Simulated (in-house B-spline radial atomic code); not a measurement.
Results of a calculation; reference values are marked as such.
Te in an electron gas of r_s = 3: phase shifts, screening, friction and resistivity

A nucleus sits in a uniform electron gas with a rigid positive background. The Kohn-Sham equations are solved self-consistently in the spin-unpolarised LDA (PW92), non-relativistic, on B-splines with outgoing waves at the boundary and partial waves to l = 8. The model has no lattice, no bands and no magnetic solution. Atomic units; δ_l are the phase shifts at the Fermi level, counted so that each bound state adds π, and good to about 0.0005.

The density parameter is r_s = 3 bohr, near that of the valence electrons of Ag (1 per atom, density 10.5 g/cm³, mass 107.87 u, which gives r_s = 3.02).

```tsv
l	δ_l (rad)
0	14.0900
1	11.4317
2	6.6080
3	0.0353
4	0.0017
5	0.0003
6	0.0001
7	0.0003
8	0.0002
```

Bound levels below the band bottom (hartree): s -5.272, p -3.8, d -1.311, s -0.2656, p -0.00915 and deeper ones.

**Question.** Check the Friedel sum rule, and say where the screening charge sits.

**Answer.** k_F = (9π/4)^(1/3)/r_s = 0.63972. The rule is Z = (2/π) Σ (2l + 1) δ_l. The terms are s 8.970, p 21.833, d 21.034, f 0.157 and 0.018 beyond, in all 52.012 against Z = 52. Bound states hold 10 s, 24 p, 20 d electrons, so the scattering states carry -1.99 in all; where a term is smaller than its bound count, the bound level has drawn weight out of the band.

**Question.** Find the transport cross section and the electronic stopping of a 1 keV Te ion (mass 127.6 u).

**Answer.** σ_tr = (4π/k_F²) Σ (l + 1) sin²(δ_l − δ_(l+1)). The terms for l = 0 to 3 are 0.2159, 1.9753, 0.2445, 0.0045, all together 2.4403, so σ_tr = 30.707 × 2.4403 = 74.933 bohr². With n = 3/(4π r_s³) = 0.008842, the friction coefficient is Q = n k_F σ_tr = 0.4238. For v well below v_F = 0.640, dE/dx = Q v; with 24801 eV per u at v = 1, v = √(1000/(24801 × 127.6)) = 0.0178, so dE/dx = 0.00753 hartree/bohr = 3.87 eV/nm. The largest term couples the p and d waves.

**Question.** What residual resistivity would 1 atomic per cent of such centres give in Ag?

**Answer.** Δρ = k_F n_i σ_tr/n in atomic units of 21.74 μΩ·cm. With one host atom per 1 electron, n_i/n = 0.01/1, so Δρ = 0.6397 × 0.01000 × 74.933 × 21.74 = 10.42 μΩ·cm. This is an atom added to the gas, as on an interstitial site.

**Question.** On a substitutional site the background of one host ion, a sphere holding 1 charge, is taken out. The phase shifts for l = 0 to 4 become 13.9617, 11.2205, 6.4611, 0.0246, 0.0017. What follows?

**Answer.** The Friedel sum is now 51.01, for Z − 1 = 51. The sum in σ_tr is 2.2196, so σ_tr = 68.16 bohr² and Δρ = 9.48 μΩ·cm per atomic per cent, 0.91 times the value above. A real host ion scatters too, so this model doesn't give zero even for the host's own atom.
